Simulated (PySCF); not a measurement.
Diatomics of O with group 12

PBE with double-zeta basis sets in PySCF, for the lowest determinant that a PBE0 search found; no spin–orbit coupling. De refers to high-spin ground-configuration atoms. A positive dipole means M(−)O(+).

| M | basis | state (unpaired electrons) | Re (Å) | ωe (cm⁻¹) | De (eV) | μ (D) |
| --- | --- | --- | --- | --- | --- | --- |
| Zn | def2-SVP | triplet (σ ↑, π ↑) | 1.874 | 514 | 1.70 | -2.31 |
| Cd | cc-pVDZ-PP/cc-pVDZ | triplet (σ ↑, π ↑) | 2.111 | 396 | 1.17 | -1.87 |
| Hg | def2-SVP | triplet (σ ↑, π ↑) | 2.230 | 279 | 0.58 | -1.54 |

The shortest bond is that of ZnO (1.874 Å), the longest that of HgO (2.230 Å). ZnO is bound most strongly (1.70 eV) and HgO least (0.58 eV).

The rows differ in basis set, which adds steps of its own.

Down a group the atoms grow and get heavier, so bonds lengthen and wavenumbers fall; this series shows no clear exception.

Spin–orbit coupling is left out, which matters for elements this heavy, above all for dissociation energies. States were picked by a PBE0 search and need not be the measured ground states.
